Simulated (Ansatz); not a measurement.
The same path of C₂H₇AlBFO (13 atoms, charge 0, multiplicity 1) was run twice with different band settings. The coordinate that changes most is the dihedral H8–B1–Al2–C3.

Theory: Ansatz 0.2.0, RKS r2SCAN/6-31G.

Relaxed end points:

```xyz
13
Properties=species:S:1:pos:R:3
B 0.081 -2.653 -0.967
Al 0.188 -0.668 -0.197
C 1.827 0.326 0.434
F 1.536 1.744 0.140
O -1.288 0.225 -0.067
C -1.714 1.536 0.336
H 0.221 -2.902 -2.134
H -0.096 -3.606 -0.258
H 2.019 0.266 1.515
H 2.762 0.082 -0.089
H -2.452 1.438 1.141
H -2.193 2.032 -0.517
H -0.870 2.146 0.679
```

```xyz
13
Properties=species:S:1:pos:R:3
B -0.108 -2.744 -0.663
Al 0.093 -0.714 -0.045
C 1.150 -0.001 1.519
F 0.397 1.192 1.960
O -0.722 0.497 -0.972
C -0.917 1.919 -0.940
H -0.971 -3.463 -0.236
H 0.648 -3.259 -1.443
H 1.221 -0.667 2.389
H 2.165 0.345 1.275
H -0.387 2.380 -0.097
H -1.989 2.130 -0.847
H -0.559 2.350 -1.883
```

Common settings: movable images 7; climbing image yes; spring 5.0 eV/Å²; optimiser quadratic models (default); start path IDPP; end points relaxed.

| run | force threshold | iteration limit |
| --- | --- | --- |
| 1 | 0.05 eV/Å | 17 |
| 2 | 0.2 eV/Å | 13 |

Q: What does each run give, and how far can it be trusted?

A: Run 1: converged after 7 iterations, highest image 0.084 eV above the first end. A vibrational analysis at the climbing image gives 2 clearly imaginary modes (124i, 93i cm⁻¹): a point of higher order, so a lower path passes nearby.
Run 2: converged after 3 iterations, highest image 0.085 eV above the first end. The threshold of 0.2 eV/Å is loose, so the images may lie well off the minimum-energy path. Another band between the same ends (7 images) ends at a top of the same energy, where a vibrational analysis finds 2 clearly imaginary modes.
Limits of this set-up: no polarisation functions.
